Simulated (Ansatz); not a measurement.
Reaction (ligand exchange at the Al–S bond): `[F][Al]([SH])[Br]` + H–F → `[F][Al]([F])[Br]` + H₂S

Isolated molecules relaxed with PBE0-D4/def2-TZVP in Ansatz; ΔE leaves out vibrations. CCSD(T)/CBS adds triple-zeta CCSD(T) − MP2 to the extrapolated MP2 energy (def2 sets, frozen cores). This one scheme is used for every species. DFT in def2-TZVPP. B3LYP here is the variant with VWN-RPA as its local correlation; programs differ in this. HSE06 is defined as in plane-wave codes. For Br outer-core shells are correlated without core-valence functions, which leaves a few kJ/mol of doubt a bond. Scalar relativity is left out up to krypton. One conformer a species, not always the lowest.

| level | ΔE (kJ/mol) | difference from CCSD(T)/CBS |
| --- | --- | --- |
| LDA (SPW92) | -53.0 | 8.1 |
| PBE-D4 | -52.9 | 8.2 |
| BLYP-D4 | -66.9 | -5.8 |
| r2SCAN-D4 | -62.3 | -1.2 |
| B97M-V | -66.6 | -5.5 |
| PBE0-D4 | -52.2 | 8.9 |
| B3LYP-D4 | -65.6 | -4.5 |
| r2SCAN0-D4 | -59.9 | 1.2 |
| HSE06-D4 | -51.6 | 9.5 |
| BHLYP-D4 | -66.5 | -5.4 |
| CAM-B3LYP-D4 | -71.1 | -10.0 |
| ωB97M-V | -63.4 | -2.3 |
| B2PLYP | -69.0 | -7.9 |
| PBE-QIDH | -57.0 | 4.1 |
| revPBE | -57.5 | 3.6 |
| BLYP | -73.8 | -12.7 |
| r2SCAN | -63.2 | -2.1 |
| PBE0 | -55.4 | 5.7 |
| B3LYP | -71.5 | -10.4 |
| r2SCANh | -62.2 | -1.1 |
| r2SCAN0 | -61.0 | 0.1 |
| HSE06 | -54.8 | 6.3 |
| BHLYP | -72.8 | -11.7 |
| CAM-B3LYP | -74.6 | -13.5 |
| LC-ωPBE | -63.7 | -2.6 |
| HF/def2-SVP | -75.7 | -14.6 |
| MP2/def2-SVP | -71.6 | -10.5 |
| CCSD/def2-SVP | -74.9 | -13.8 |
| CCSD(T)/def2-SVP | -73.0 | -11.9 |
| HF/def2-TZVPP | -76.2 | -15.1 |
| MP2/def2-TZVPP | -60.7 | 0.4 |
| SCS-MP2/def2-TZVPP | -67.1 | -6.0 |
| CCSD/def2-TZVPP | -66.7 | -5.6 |
| CCSD(T)/def2-TZVPP | -63.5 | -2.4 |
| HF/def2-QZVPP | -79.8 | -18.7 |
| MP2/def2-QZVPP | -60.6 | 0.5 |
| SCS-MP2/def2-QZVPP | -66.8 | -5.7 |
| HF/CBS(def2) | -80.3 | -19.2 |
| MP2/CBS(def2) | -58.3 | 2.8 |
| CCSD/CBS(def2) | -64.4 | -3.3 |
| CCSD(T)/CBS | -61.1 | 0 |

Largest T1 diagnostic among the species: 0.010.

In def2-TZVPP, CCSD(T) changes the Hartree–Fock value by +12.7 kJ/mol (the triples alone add +3.2 kJ/mol) and MP2 by +15.5 kJ/mol. The D4 term adds +5.9 kJ/mol with B3LYP and +3.2 kJ/mol with PBE0; it sums over pairs of atoms, weighted by their polarisabilities, and B3LYP, whose exchange is more repulsive, gets the larger term.
